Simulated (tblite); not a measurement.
C6H6N2 (charge +1 and doublet state).
Cartesian coordinates in Å at the GFN2-xTB level; atoms count from 1:
```
atom  x, y, z in Å
C1     2.1221   -0.6215    0.4415
C2     0.9777   -0.0601   -0.0068
C3     0.9692    1.3317   -0.2831
N4     0.9384    2.4657   -0.4257
C5    -0.2927   -0.8160   -0.2234
C6    -1.5366    0.0219   -0.4868
C7    -1.8755    0.8273    0.6630
N8    -2.1248    1.4502    1.5815
H9     2.9813   -0.0247    0.7113
H10    2.2283   -1.6929    0.5327
H11   -0.4587   -1.5156    0.6046
H12   -0.1262   -1.4477   -1.1131
H13   -1.4060    0.7076   -1.3321
H14   -2.3972   -0.6264   -0.6856
```

Level: GFN2-xTB in tblite, geometry and Hessian alike; calculated harmonic values, unscaled, isolated species. This tight-binding method is rough: wavenumbers can miss measured ones by several per cent, in bad cases by 10 to 20. One conformer, not necessarily the lowest. Open shells enter through the occupations alone, without spin polarisation, and single modes of such species can be off by tens of per cent.

Harmonic wavenumbers (cm⁻¹): 28.2, 64.8, 143.7, 187.2, 249.2, 274.9, 343.7, 372.3, 482.6, 501.4, 549.0, 577.8, 761.9, 789.4, 873.6, 902.9, 916.8, 940.3, 1054.5, 1064.2, 1104.7, 1239.6, 1251.9, 1279.0, 1313.3, 1342.8, 1373.8, 1488.1, 2350.4, 2425.4, 2840.9, 2939.5, 2952.0, 2955.9, 3070.5, 3103.1.

A = 2957, B = 1677, C = 1309 MHz; mass 106.053 u (most abundant isotopes); point group C1, symmetry number 1; spin multiplicity 2.

Zero-point energy?

½Σν̃ = 22055 cm⁻¹ = 63.06 kcal/mol.

What is S at 298.15 K and 1 bar for an ideal gas of classical rigid rotors and harmonic oscillators?

Translation 39.92, rotation 28.30, vibration 24.61, spin (R ln 2) 1.38: S = 94.2 cal/(mol K).

And Cp and H(298.15 K) − H(0)?

Cp = 32.26 cal/(mol K), of which vibrations give 24.31 (their classical limit is 36 R = 71.5); H(298.15 K) − H(0) = 6.09 kcal/mol without the zero-point energy, 3.72 from vibrations.

Blend soft modes into free rotors: weight 1/[1 + (100 cm⁻¹/ν̃)⁴] for the oscillator and the rest for a rotor with moment μB/(μ + B), μ = h/(8π²ν), B = 10⁻⁴⁴ kg m². What vibrational entropy results?

21.89 cal/(mol K) in place of 24.61, which changes −T·S at 298.15 K by +0.81 kcal/mol.

What must be added to the electronic energy to get the Gibbs energy at 298.15 K and 1 bar?

ZPE + [H(298.15 K) − H(0)] − T·S = 63.06 + 6.09 − 28.09 = 41.06 kcal/mol.

Hindered rotation and anharmonicity are outside this model. Other conformers, if any are populated, would add a mixing term that is left out. The structure is chiral; the term R ln 2 for an equal mix with its mirror image is left out.

Time: 0.45 s of wall time. Hardware: one thread of an Arm Neoverse V1, on a shared host. This covers the Hessian and the dipole derivatives.
